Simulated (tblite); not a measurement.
Species: PhSCHF2, C₇H₆F₂S.
Geometry (GFN2-xTB, Å), atoms numbered from 1 in this order:
```xyz
16
C7H6F2S angstrom
F      2.8336    1.0002    0.9365
C      2.9768   -0.0688    0.1318
F      2.9497    0.3940   -1.1323
S      1.7260   -1.3526    0.4382
C      0.1556   -0.5524    0.1593
C      0.0131    0.7594   -0.2585
C     -1.2608    1.2708   -0.4466
C     -2.3782    0.4868   -0.2258
C     -2.2252   -0.8259    0.1916
C     -0.9619   -1.3479    0.3870
H      3.9575   -0.5271    0.3210
H      0.8621    1.3961   -0.4428
H     -1.3709    2.2944   -0.7712
H     -3.3656    0.8949   -0.3787
H     -3.0918   -1.4453    0.3654
H     -0.8276   -2.3678    0.7138
```

Computed with GFN2-xTB (tblite): harmonic, unscaled wavenumbers at the GFN2-xTB geometry, gas phase. Against measured fundamentals such values can be off by several per cent, at times by over 20. One conformer, not necessarily the lowest. The optimisation stopped once no atom felt more than 0.01 eV/Å.

Lowest wavenumbers of the output (negative numbers stand for imaginary wavenumbers):
```
mode    cm-1
  1     -25.7
  2      89.0
  3     119.9
  4     174.8
  5     231.7
  6     301.6
  7     366.4
  8     384.0
```

Problem. Is this structure a minimum?

Solution. Not by this Hessian. 1 mode is imaginary beyond 20i (26i cm⁻¹), so at this level the point lies at or near a first-order saddle. The curvature is small, so loose convergence or finite differences may be the whole cause.

Problem. Which atoms move in the imaginary mode?

Solution. 26i: S4 (sulfide sulfur) 17 %, F1 (fluorine of a CF2 group) 15 %, F3 (fluorine of a CF2 group) 14 %, C9 (aromatic CH carbon) 14 %. These are shares of the mass-weighted motion.

Problem. What is the remedy?

Solution. Step along that mode in both directions, optimise again with tighter thresholds and repeat the frequencies. The zero-point energy of this point (69.0 kcal/mol) counts the 41 real modes alone, and thermal corrections from it aren't those of a minimum.

Hardware: Arm Neoverse V1, one thread, no GPU, shared host. The figure is for the frequency step alone.
